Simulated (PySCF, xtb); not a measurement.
C4H7NSi, SMILES C=C([SiH2]N)C#C.

GFN2-xTB in xtb at its own geometry gives an orbital gap of 3.65 eV and a dipole moment of 0.91 D.

Coordinates come from a B3LYP-D3(BJ)/def2-SVP optimisation. The structure was generated by enumeration, and PubChem lists no compound with its InChIKey, so it may never have been made. One conformer was computed; it need not be the lowest.

Problem. What does r2SCAN/def2-TZVP run with PySCF give? (The exact figures need the calculation; the answer reports its results.)

Solution. gap 4.28 eV (levels -6.25 and -1.97 eV), dipole 1.19 D.
